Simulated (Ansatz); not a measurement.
CH4AlClO (SMILES [CH3][Al]([OH])[Cl]), singlet, geometry from GFN2-xTB (such geometries of metal compounds can be far from the true shape), atoms displaced at random by about 0.08 Å a coordinate; HF/6-31G, gradient (Ansatz, a quantum-chemistry and plane-wave program).

Input for Ansatz:
Ansatz 0.2 input:
```yaml
crystal:
  periodic: [false, false, false]
  atoms:
    - {symbol: Al, position_ang: [-0.36137476, -0.11632685, 0.15235941]}
    - {symbol: Cl, position_ang: [1.63189928, 0.11629309, -0.51982583]}
    - {symbol: C, position_ang: [-0.94491541, -1.20320332, 1.59289584]}
    - {symbol: H, position_ang: [-1.58208768, -1.83720374, 1.27989593]}
    - {symbol: H, position_ang: [-1.43217583, -0.63139911, 2.29636288]}
    - {symbol: H, position_ang: [-0.12093585, -1.72772654, 2.02332537]}
    - {symbol: O, position_ang: [-1.43633043, 0.96821903, -0.79874364]}
    - {symbol: H, position_ang: [-2.19879033, 1.49442680, -1.10201069]}
basis:
  gaussian:
    orbitals: 6-31G
hamiltonian:
  xc: hf
output: {forces: true}
```

It wrote (shortened):

```
Functional definition: HF
608 factors; integrals over basis functions are off by at most 2.5e-4 eV
mean field evaluation 1: about -22214.1285 eV, gradient 4.0e1 eV
mean field evaluation 2: about -22214.1303 eV, gradient 4.0e1 eV
mean field evaluation 4: about -22217.3912 eV, gradient 2.7e0 eV
mean field evaluation 8: about -22217.4131 eV, gradient 7.0e-5 eV
mean field -22217.41312205 eV, -816.4748727319 hartree, gradient 1.3e-5 eV, S^2 0.000000; 0 other end points of the search recorded, 0 dependent functions left out
the calculation of the forces begins
reference -22217.41312205 eV, -816.4748727319 hartree; 24, 24 occupied and 28, 28 virtual orbitals, 608 factors
Total energy: -22217.41312205 eV, -816.4748727319 hartree
Atom 0 at    -0.361375    -0.116327     0.152359 Å, force    -2.611612     2.717442    -2.139826 eV/Å
Atom 1 at     1.631899     0.116293    -0.519826 Å, force     1.264888    -0.031700    -0.300631 eV/Å
Atom 2 at    -0.944915    -1.203203     1.592896 Å, force     4.888758     2.989636     0.919539 eV/Å
Atom 3 at    -1.582088    -1.837204     1.279896 Å, force    -4.764566    -4.974293    -2.402566 eV/Å
Atom 4 at    -1.432176    -0.631399     2.296363 Å, force    -0.817241     1.384178     1.828483 eV/Å
Atom 5 at    -0.120936    -1.727727     2.023325 Å, force     0.383156    -0.211679     0.491824 eV/Å
Atom 6 at    -1.436330     0.968219    -0.798744 Å, force     0.027452    -0.703546     0.922495 eV/Å
Atom 7 at    -2.198790     1.494427    -1.102011 Å, force     1.629165    -1.170038     0.680682 eV/Å
Dipole moment:    -0.712317    -0.241614     0.421730 e Å
```
